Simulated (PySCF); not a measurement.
CH₇BO₃Si, singlet, at a GFN2-xTB geometry; DF-R2SCAN/pcseg-2 (PySCF).

Input for PySCF:
```python
from pyscf import gto, scf, dft

mol = gto.M(
    atom='''
Si   -1.122472    0.750300    0.434086
C    -2.651828   -0.337288    0.713737
O     0.007479   -0.297033   -0.087395
B     1.311121   -0.291621   -0.421038
O     1.919964   -1.431578   -0.853088
O     2.038487    0.849149   -0.330380
H    -0.678130    1.385598    1.678550
H    -1.357438    1.756653   -0.606917
H    -2.965717   -0.839781   -0.197407
H    -2.475135   -1.103375    1.464196
H    -3.483171    0.270554    1.055611
H     1.348038   -2.196810   -0.892642
H     2.954092    0.740484   -0.588919
''',
    basis='pcseg-2',
    charge=0,
    spin=0,
    verbose=4,
    max_memory=1800,
)

mf = dft.RKS(mol)
mf.xc = 'r2scan'
mf = mf.density_fit(auxbasis='def2-universal-jkfit')
mf.kernel()
```

Q: Predict the main parts of the log of this PySCF run.

A: 
```
PySCF version 2.14.0

[INPUT] verbose = 4
[INPUT] num. atoms = 13
[INPUT] num. electrons = 56
[INPUT] charge = 0
[INPUT] spin (= nelec alpha-beta = 2S) = 0
[INPUT] symmetry False subgroup None
[INPUT] Mole.unit = angstrom
[INPUT] Symbol           X                Y                Z      unit          X                Y                Z       unit  Magmom
[INPUT]  1 Si    -1.122472000000   0.750300000000   0.434086000000 AA   -2.121164662493   1.417861511261   0.820303654508 Bohr   0.0
[INPUT]  2 C     -2.651828000000  -0.337288000000   0.713737000000 AA   -5.011228649453  -0.637381945102   1.348767454969 Bohr   0.0
[INPUT]  3 O      0.007479000000  -0.297033000000  -0.087395000000 AA    0.014133261686  -0.561311019958  -0.165152614656 Bohr   0.0
[INPUT]  4 B      1.311121000000  -0.291621000000  -0.421038000000 AA    2.477659606166  -0.551083822172  -0.795646508035 Bohr   0.0
[INPUT]  5 O      1.919964000000  -1.431578000000  -0.853088000000 AA    3.628206129024  -2.705290345953  -1.612102680153 Bohr   0.0
[INPUT]  6 O      2.038487000000   0.849149000000  -0.330380000000 AA    3.852182138486   1.604659048948  -0.624327717034 Bohr   0.0
[INPUT]  7 H     -0.678130000000   1.385598000000   1.678550000000 AA   -1.281479976851   2.618400738745   3.171999786389 Bohr   0.0
[INPUT]  8 H     -1.357438000000   1.756653000000  -0.606917000000 AA   -2.565186051077   3.319593065896  -1.146906910343 Bohr   0.0
[INPUT]  9 H     -2.965717000000  -0.839781000000  -0.197407000000 AA   -5.604392892967  -1.586956094613  -0.373045165072 Bohr   0.0
[INPUT] 10 H     -2.475135000000  -1.103375000000   1.464196000000 AA   -4.677327271325  -2.085076562692   2.766929432684 Bohr   0.0
[INPUT] 11 H     -3.483171000000   0.270554000000   1.055611000000 AA   -6.582239235027   0.511272961906   1.994815684078 Bohr   0.0
[INPUT] 12 H      1.348038000000  -2.196810000000  -0.892642000000 AA    2.547422625506  -4.151369247706  -1.686848907284 Bohr   0.0
[INPUT] 13 H      2.954092000000   0.740484000000  -0.588919000000 AA    5.582424826769   1.399311959622  -1.112895619553 Bohr   0.0

nuclear repulsion = 295.256763642758
number of shells = 45
number of NR pGTOs = 414
number of NR cGTOs = 282
basis = pcseg-2
ecp = {}

******** <class 'pyscf.df.df_jk.DFRKS'> ********
method = DFRKS
initial guess = minao
damping factor = 0
level_shift factor = 0
DIIS = <class 'pyscf.scf.diis.CDIIS'>
diis_start_cycle = 1
diis_space = 8
diis_damp = 0
SCF conv_tol = 1e-09
SCF conv_tol_grad = None
SCF max_cycles = 50
direct_scf = False
XC library pyscf.dft.libxc version 7.1.2
    S. Lehtola, C. Steigemann, M. J. T. Oliveira, and M. A. L. Marques,  SoftwareX 7, 1–5 (2018)
XC functionals = r2scan
    J. W. Furness, A. D. Kaplan, J. Ning, J. P. Perdew, and J. Sun,  J. Phys. Chem. Lett. 11, 8208–8215 (2020)
    J. W. Furness, A. D. Kaplan, J. Ning, J. P. Perdew, and J. Sun,  J. Phys. Chem. Lett. 11, 9248–9248 (2020)
    J. W. Furness, A. D. Kaplan, J. Ning, J. P. Perdew, and J. Sun,  J. Phys. Chem. Lett. 11, 8208–8215 (2020)
    J. W. Furness, A. D. Kaplan, J. Ning, J. P. Perdew, and J. Sun,  J. Phys. Chem. Lett. 11, 9248–9248 (2020)
radial grids:
    Treutler-Ahlrichs [JCP 102, 346 (1995); DOI:10.1063/1.469408] (M4) radial grids

becke partition: Becke, JCP 88, 2547 (1988); DOI:10.1063/1.454033
pruning grids: <function nwchem_prune>
grids dens level: 3
symmetrized grids: False
atomic radii adjust function: <function treutler_atomic_radii_adjust>
small_rho_cutoff = 0
Set gradient conv threshold to 3.16228e-05
Initial guess from minao.
tot grids = 158248
init E= -582.935038604389
  HOMO = -0.358816413075211  LUMO = -0.0490893027424164  gap/eV = 8.42810
cycle= 1 E= -582.249132072547  delta_E= 0.686  |g|= 1.23  |ddm|=  2.7
  HOMO = -0.127982860159911  LUMO = 0.0340475100753679  gap/eV = 4.40907
cycle= 2 E= -581.787056576793  delta_E= 0.462  |g|= 1.97  |ddm|= 1.87
  HOMO = -0.276511500289502  LUMO = 0.000815874653465443  gap/eV = 7.54646
cycle= 3 E= -582.509956904917  delta_E= -0.723  |g|= 0.15  |ddm|= 1.37
  HOMO = -0.279431449348586  LUMO = 0.00230451258467035  gap/eV = 7.66643
cycle= 4 E= -582.512792225712  delta_E= -0.00284  |g|=  0.1  |ddm|= 0.154
  HOMO = -0.281089449892128  LUMO = 0.00225803481970566  gap/eV = 7.71028
cycle= 5 E= -582.514684145233  delta_E= -0.00189  |g|= 0.0196  |ddm|= 0.0595
  HOMO = -0.279386393778024  LUMO = 0.00257104105877204  gap/eV = 7.67245
cycle= 6 E= -582.514746706913  delta_E= -6.26e-05  |g|= 0.00638  |ddm|= 0.0135
  HOMO = -0.279997918212421  LUMO = 0.00252444617371594  gap/eV = 7.68783
cycle= 7 E= -582.514756307122  delta_E= -9.6e-06  |g|= 0.00159  |ddm|= 0.00575
  HOMO = -0.279975175417492  LUMO = 0.00246663608941411  gap/eV = 7.68563
cycle= 8 E= -582.514756869605  delta_E= -5.62e-07  |g|= 0.000265  |ddm|= 0.00164
  HOMO = -0.279985422023494  LUMO = 0.00246732825056561  gap/eV = 7.68593
cycle= 9 E= -582.514756885452  delta_E= -1.58e-08  |g|= 8.63e-05  |ddm|= 0.000293
  HOMO = -0.279989154807605  LUMO = 0.00246657076439405  gap/eV = 7.68601
cycle= 10 E= -582.514756886384  delta_E= -9.32e-10  |g|= 5.22e-05  |ddm|= 7.36e-05
  HOMO = -0.279989750868416  LUMO = 0.00246619278533622  gap/eV = 7.68602
cycle= 11 E= -582.514756886859  delta_E= -4.74e-10  |g|= 7.07e-06  |ddm|= 2.99e-05
  HOMO = -0.279988613027664  LUMO = 0.00246689195474659  gap/eV = 7.68601
Extra cycle  E= -582.514756886857  delta_E= 1.48e-12  |g|= 8.06e-06  |ddm|= 1.12e-05
converged SCF energy = -582.514756886857
```
